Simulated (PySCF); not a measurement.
Compound: C₈H₈O.
SMILES: `C=COc1ccccc1`

A linear-response calculation (PySCF, def2-SVPD basis, gas phase, vertical, core orbitals frozen in the response) gave these numbers; the functional is withheld.

Orbital energies (eV): HOMO-3 -11.20, HOMO-2 -9.04, HOMO-1 -8.74, HOMO -7.75, LUMO 0.62, LUMO+1 0.79, LUMO+2 1.51.

| state | E (eV) | f | main configurations (H = HOMO, L = LUMO) |
| --- | --- | --- | --- |
| S1 | 5.20 | 0.021 | H→L (70%), H-1→L+1 (20%) |
| S2 | 5.75 | 0.308 | H→L+1 (85%), H-1→L (10%) |
| S3 | 6.45 | 0.317 | H→L+3 (40%), H-1→L (27%), H→L+2 (24%) |
| S4 | 6.59 | 0.150 | H→L+2 (58%), H-1→L (12%) |
| S5 | 6.65 | 0.139 | H-1→L+1 (39%), H→L (24%), H-2→L (24%) |
| S6 | 6.82 | 0.157 | H→L+3 (45%), H-1→L (27%), H-2→L+1 (14%) |

Triplets (Tamm–Dancoff): T1 3.97 eV, H→L+1 (56%), H-1→L (23%), H-2→L+3 (9%); T2 4.20 eV, H→L+3 (33%), H-2→L+1 (20%), H-2→L+3 (14%); T3 4.43 eV, H→L (77%), H-2→L (13%); T4 4.74 eV, H-1→L (60%), H→L+1 (21%).

Vertical ionisation energy by ΔSCF with the same functional: 8.38 eV. Mean static polarisability: 100.8 au.

**Question.** Which of these was used?
A. PBE
B. PBE0
C. CAM-B3LYP
D. HF

**Answer.** C. CAM-B3LYP is range-separated, 19% exact exchange at short range and 65% at long range (ω = 0.33 bohr⁻¹). In this run −ε(HOMO) = 7.75 eV differs from the ΔSCF value by -0.63 eV, and S1 differs from the orbital gap of 8.37 eV by -3.17 eV. The ratio −ε(HOMO)/IP is 0.92. Usual ranges for neutral molecules in this basis: 0.85 to 0.93 with CAM-B3LYP, 0.5 to 0.7 with PBE, 0.7 to 0.83 with PBE0; Hartree–Fock can't fall below 1, since the ion's relaxation only lowers the ΔSCF value.

Computed with PySCF 2.14.0, density-fitted response routines, TDDFT CAM-B3LYP/def2-SVPD, vertical, gas phase, core orbitals frozen in the response. Geometry: PBE0-D3(BJ)/def2-SVP, one conformer, isolated molecule.

On Arm Neoverse V2, one thread, on a shared host, this took 3.2 min.
